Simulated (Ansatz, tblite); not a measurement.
Cost and result up the ladder for GaCl2I (GaICl₂) (4 atoms). Total charge 0; singlet. Geometry: PBE0-D4/def2-SVP.

Cartesian coordinates in Å:
```
Ga 0.016 -0.038 0.049
Cl 0.576 0.783 1.932
Cl 0.020 -2.157 -0.151
I -0.612 1.411 -1.830
```

Ansatz on 4 threads of Arm Neoverse V1 on a shared host; xTB runs through tblite on one thread. Times are rough, summed over both states, and most runs start from the orbitals of an earlier one. PBE0-D4/def2-TZVP serves as the yardstick here, not as an exact answer. The other state is a triplet.

In the def2 sets I takes a core potential; there is no spin–orbit coupling. The xTB rows come from tblite.

xTB has no spin-polarisation term.

```csv
level,functions,vertical triplet (eV),difference from PBE0-D4/def2-TZVP (eV)
GFN1-xTB,36,5.37,0.78
r2SCAN-D4/def2-TZVP,172,4.46,-0.13
PBE0-D4/def2-TZVP,172,4.59,0.00
PBE-D4/def2-TZVP (with forces),172,4.21,-0.38
GFN2-xTB,36,4.09,-0.51
```

Q: Estimate how long each takes.

A: GFN1-xTB 0.01 s; GFN2-xTB 0.013 s; PBE-D4/def2-TZVP (with forces) 6.1 s; PBE0-D4/def2-TZVP 13 s; r2SCAN-D4/def2-TZVP 29 s. On shared hardware such times vary by a factor of up to 3.
